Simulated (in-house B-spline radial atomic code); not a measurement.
**Ionising Ru IX (Ru8+) with different functionals**

Computed with an all-electron radial atomic-structure program (B-spline basis): four-component Dirac-Coulomb Hamiltonian, Fermi nucleus of rms radius 4.4809 fm, spin-restricted, spherical fractional occupations for the functionals, and exact exchange of hybrids averaged over the configuration. The ionisation energy is the difference of two self-consistent energies, [Ar] 3d10 4s2 4p6 → [Ar] 3d10 4s2 4p5, without Breit or QED terms; ε is the level of the shell that loses the electron (mean over j). The electron is taken from both j subshells in proportion to 2j + 1, so the result is a j average, not the step between ground levels.

```csv
method,rung,ΔSCF (eV),-ε(4p) (eV)
B3LYP,global hybrid,179.97,171.56
B97-1,global hybrid,179.99,171.70
PBE0,global hybrid,?,?
wB97X,range-separated hybrid,?,?
```

Problem. What does wB97X give?

Solution. ΔSCF 179.82 eV, and -ε(4p) = 174.58 eV.

Problem. What does PBE0 give?

Solution. ΔSCF 180.01 eV, and -ε(4p) = 172.18 eV.

Problem. Among the functionals, which spreads more, the ΔSCF values or the orbital energies?

Solution. The orbital energies: ΔSCF values span about 0.19 eV and the orbital energies 3.02 eV; here energy differences depend much less on the functional than eigenvalues do.

Problem. How do they compare with the NIST value?

Solution. NIST lists 178.41 eV ± 0.05 (semi-empirical, ground level to ground level). Errors run from +1.41 to +1.60 eV. The correlated functionals all miss on the same side by more than they spread, so the cause is common to them (Breit-QED terms, spin polarisation, the choice among j levels, multiplet and fine-structure energies, or a listed next ion that isn't the cheapest removal here) and closeness doesn't rank the functionals.
